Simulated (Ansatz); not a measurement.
GeH4Se4, SMILES `[SeH][Ge]([SeH])([SeH])[SeH]` at its PBE0-D4/def2-TZVP geometry, where that method's forces vanish. Total charge 0; spin multiplicity 1.

```xyz
9

Se    0.0992   -2.3838   -1.0509
Ge    0.2785   -0.2450   -0.0854
Se    2.5990   -0.0001    0.2227
Se   -0.9727   -0.2440    1.9106
Se   -0.4541    1.5132   -1.4717
H    -1.1657   -2.0359   -1.7117
H     2.4035    0.9310    1.3419
H    -0.9215    1.2224    2.0082
H    -1.8663    1.2423   -1.1638
```

Problem. What forces (eV/Å) does r2SCAN-D4/def2-TZVPP give on these atoms in Ansatz? (An estimate is asked.)

Solution. The calculation gave: 
```
Se1  0.000 -0.054 -0.026
Ge2  0.000  0.005  0.000
Se3  0.060  0.000  0.008
Se4 -0.050  0.004  0.074
Se5 -0.033  0.065 -0.048
H6   0.010  0.000  0.010
H7  -0.003 -0.006 -0.013
H8   0.002 -0.015 -0.002
H9   0.014  0.001 -0.003
```
